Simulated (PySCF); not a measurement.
Compound: C7H15P.
InChI=1S/C7H15P/c1-2-8-6-4-3-5-7-8/h2-7H2,1H3

The closed-shell ground state was solved at several levels (PySCF, density fitting, gas phase, non-relativistic). Geometry: PBE0-D3(BJ)/def2-SVP, one conformer, isolated molecule.

```csv
level,basis functions,total energy (Eh),HOMO (eV),LUMO (eV),gap (eV),dipole (D)
PBE0/pcSseg-1,218,-616.6225,-6.30,1.14,7.44,1.29
KT3/pcSseg-1,218,-624.1797,-5.28,0.21,5.49,1.18
```

Estimate the row for CAM-B3LYP/def2-SVPD, a basis of 284 functions; the other rows only guide the guess.

Total energy -616.6867 Eh, HOMO -7.57 eV, LUMO 1.41 eV, gap 8.98 eV, dipole 1.29 D.

Over all these levels, which gives the widest orbital gap and which the narrowest?

CAM-B3LYP/def2-SVPD (range-separated hybrid) has the widest, 8.98 eV, and KT3/pcSseg-1 (GGA) the narrowest, 5.49 eV. Functional and basis both differ between the two, so the spread mixes both effects.

How far do the dipole and the HOMO energy spread over the levels?

The dipole runs from 1.18 to 1.29 D (mean 1.25 D) and the HOMO from -7.57 to -5.28 eV.
